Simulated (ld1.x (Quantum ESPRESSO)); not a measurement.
u(r) = r·R(r): atom against pseudo-atom (Ru (Z = 44))

Columns: radius, all-electron u(r) and pseudo u(r) of the 5p shell (level -0.86 eV) of ruthenium in the configuration [Kr] 4d7 5s1 5p0; PBEsol, scalar-relativistic, TM scheme, ld1.x (Quantum ESPRESSO) 7.5.

```csv
r (bohr),all-electron,pseudo
0.210,-0.0656,-0.0032
0.420,-0.0435,-0.0129
0.630,0.1061,-0.0287
0.840,0.1663,-0.0505
1.050,0.1374,-0.0777
1.260,0.0628,-0.1097
1.470,-0.0257,-0.1459
1.680,-0.1117,-0.1851
1.890,-0.1883,-0.2262
2.100,-0.2534,-0.2678
2.310,-0.3072,-0.3081
2.520,-0.3506,-0.3454
2.730,-0.3848,-0.3784
2.940,-0.4108,-0.4057
3.150,-0.4298,-0.4267
3.360,-0.4428,-0.4414
3.570,-0.4507,-0.4502
3.780,-0.4542,-0.4541
3.990,-0.4540,-0.4540
4.200,-0.4509,-0.4509
4.410,-0.4453,-0.4453
4.620,-0.4378,-0.4378
4.830,-0.4288,-0.4288
5.040,-0.4186,-0.4186
5.250,-0.4075,-0.4075
5.460,-0.3958,-0.3958
```

Task: How many radial nodes do the two functions have?

Result: The all-electron 5p function has n − l − 1 = 3 (the table is too coarse to show those close to the nucleus); the pseudo-wave has 0, since the states of the same l below it are removed with the core.

Task: At about which radius was the pseudo-wave matched?

Result: 4.20 bohr. The columns agree to 0.0005 from 3.78 bohr on; several derivatives are matched, so the curves merge somewhat inside the radius.

Task: Is the pseudo-wave norm-conserving?

Result: Yes: the TM scheme keeps the norm inside the radius equal to the all-electron one, which fixes the energy derivative of the logarithmic derivative at the level.
